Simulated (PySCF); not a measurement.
Excitation energy of N by level of theory

N [He] 2s2 2p3 (4S) → N [He] 2s1 2p4 (4P), as a difference of total energies. Calculation: PySCF 2.14, in ANO-RCC-VTZP (4s3p2d1f, 30 functions); the spin-free X2C one-electron Hamiltonian (Gaussian nucleus). Correlated levels: valence and next inner shell: nothing frozen. The calculations carry no spin-orbit coupling.

```csv
method,excitation energy (cm⁻¹),error (cm⁻¹)
UHF,88275,+142
MP2 (valence and next inner shell),89028,+896
SCS-MP2 (valence and next inner shell),89162,+1029
CCSD (valence and next inner shell),88162,+30
CCSD(T) (valence and next inner shell),88002,-130
CCSDT (valence and next inner shell),87918,-215
```

Reference: 88132 cm⁻¹ (measured; NIST levels, between the centres of gravity of the two terms).

Errors of the correlated levels include the incompleteness of this basis.
